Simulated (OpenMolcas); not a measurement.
An OpenMolcas run meant for Mg+ (ANO-R2, X2C; inactive shells 1s 2s 2p; intended active space 1 electron in 4 orbitals (3s 3p)). One step of its input:

```
&CASPT2
Multistate=1 1
Frozen=1 0
IPEA=0.25
Shift=3.0
MaxIter=60
WThr=0.0 0.3 0.05
PrWF=0.5
NoMix
```

The run finished. Its levels beside those of a sound run (SS-CASPT2, IPEA 0.25 Eh, imaginary shift 0.1 Eh (closed shells correlated: 2s 2p)), in eV above each run's lowest level:

| Level | This run | Usual run |
| --- | --- | --- |
| 3s ²S_1/2 | 0.0000 | 0.0000 |
| 3p ²P°_1/2 | 5.5132 | 5.5213 |
| 3p ²P°_3/2 | 5.5263 | 5.5344 |

Q: Which setting is unsound, and how much does it matter here?

A: The level shift is far above the usual 0.1 to 0.3 hartree and damps the second-order energy. Against the sound run the excited levels shown move by 65 cm-1 on average and by 65 cm-1 at most.

ANO sets are built for ground and valence states and can reach diffuse excited orbitals poorly. With one active electron, CASPT2 adds the correlation within the correlated inactive shells and between them and that electron, and leaves the splitting within a term as the reference gives it. The ANO-R sets hold no well-fitted valence p shell for this element, so s → p excitations can come out far too high. Only configurations of the active space appear.

° marks odd parity.
